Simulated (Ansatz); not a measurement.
Reaction (silylene formation by 1,1-elimination): `N[SiH2]B(O)Cl` → `OBCl` + `N[SiH]`

Program: Ansatz. Geometries: PBE0-D4/def2-TZVP. ΔE: electronic, gas phase. CBS: MP2 limit from def2 TZ/QZ plus the TZ coupled-cluster correction, frozen cores. This one scheme is used for every species. DFT in def2-TZVPP. B3LYP here is the variant with VWN-RPA as its local correlation; programs differ in this. Each species was taken in one conformer, which may not be the lowest.

```tsv
level	ΔE (kJ/mol)	difference from CCSD(T)/CBS
PBE-D4	130.6	1.5
r2SCAN-D4	142.2	13.1
PBE0-D4	140.7	11.6
B3LYP-D4	122.2	-6.9
ωB97X-V	138.7	9.6
ωB97M-V	119.8	-9.3
B2PLYP	117.6	-11.5
PBE	121.4	-7.7
r2SCAN	139.6	10.5
PBE0	132.5	3.4
B3LYP	107.6	-21.5
HF/def2-TZVPP	112.6	-16.5
MP2/def2-TZVPP	133.3	4.2
SCS-MP2/def2-TZVPP	124.3	-4.8
CCSD/def2-TZVPP	120.5	-8.6
CCSD(T)/def2-TZVPP	122.6	-6.5
HF/def2-QZVPP	112.5	-16.6
MP2/def2-QZVPP	137.1	8.0
SCS-MP2/def2-QZVPP	128.3	-0.8
HF/CBS(def2)	112.5	-16.6
MP2/CBS(def2)	139.8	10.7
CCSD/CBS(def2)	127.0	-2.1
CCSD(T)/CBS	129.1	0
```

Largest T1 diagnostic among the species: 0.015.

The D4 term adds +14.6 kJ/mol with B3LYP and +8.2 kJ/mol with PBE0; it sums over pairs of atoms, weighted by their polarisabilities, and B3LYP, whose exchange is more repulsive, gets the larger term. From PBE to PBE0 (25 % exact exchange), in def2-TZVPP and without D4, ΔE moves by +11.1 kJ/mol.
